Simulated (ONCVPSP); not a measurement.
**Before and after: ONCV potential for mercury (Hg)**

- Element: mercury (Hg)
- Generator: ONCVPSP 4.0.1
- Type: optimised norm-conserving Vanderbilt (ONCV)
- Functional: PBE
- Relativity: scalar-relativistic
- Frozen core: [Kr] 4d10 4f14
- Valence charge: 20
- Reference configuration: 5s2 5p6 5d10 6s2
- Partial waves: 5s+6s: rc 1.40 bohr, ncon 4, nbas 7, qcut 10.5 1/bohr, 2 projectors; 5p: rc 1.70 bohr, ncon 4, nbas 7, qcut 8.5 1/bohr, 3 projectors, debl 1.7 Ha; 5d: rc 2.05 bohr, ncon 5, nbas 10, qcut 8.9 1/bohr, 3 projectors, debl 1 Ha
- Local potential: polynomial inside 1.20 bohr (lpopt 5, dvloc0 4 Ha)
- Core correction: Teter function, fcfact 4.5, rcfact 1.2

In the p channel the program set the typed energies aside and used -2.444, 0.250, 1.950 Ha.

Change: d: qcut 6.5.

Cutoffs: the cutoffs (Ha) at which the residual kinetic energy of the hardest occupied pseudo-wave falls to 1 and 0.1 mHa per electron; they do not see the model core or the augmentation charge, which bear on the density cutoff. Errors are all-electron minus pseudo energies relative to the spin-unpolarised reference configuration.

Problem. How do hardness, ghosts and transferability respond?

Solution. The potential gets neither clearly harder nor softer (36 Ha and 42 Ha → 36 Ha and 42 Ha); the s channel sets the loose cutoff, while the largest relative change is in d, which becomes softer; the errors of the 4 common tests hardly move; neither file shows a bound ghost.

| quantity | base | changed |
| --- | --- | --- |
| cutoff, loose | 36 Ha | 36 Ha |
| cutoff, tight | 42 Ha | 42 Ha |
| loose cutoff by channel | s 36 Ha, p 16 Ha, d 22 Ha | s 36 Ha, p 16 Ha, d 18 Ha |
| bound ghosts | none | none |
| GHOST(+) flags under 300 eV | none | none |
| error for 5s2 5p6 5d10 6s1, meV [ΔE 10.69 eV] | -4.0 | -3.5 |
| error for 5s2 5p6 5d10 6s0, meV [ΔE 29.66 eV] | -11 | -9.6 |
| error for 5s2 5p6 5d9 6s0, meV [ΔE 65.19 eV] | -18 | -20 |
| error for 5s2 5p6 5d10 6s1.5, meV [ΔE 4.36 eV] | -1.6 | -1.5 |
| s: phases at 1.42 bohr within 0.05 rad from the reference energy up to (Ha; the scan ends near 5) | to the end of the scan | to the end of the scan |
| p: phases at 1.72 bohr within 0.05 rad from the reference energy up to (Ha; the scan ends near 5) | to the end of the scan | to the end of the scan |
| d: phases at 2.09 bohr within 0.05 rad from the reference energy up to (Ha; the scan ends near 5) | to the end of the scan | to the end of the scan |
| rms error of d²Exc/dni dnj with the model core, mHa | 1.37 | 1.43 |
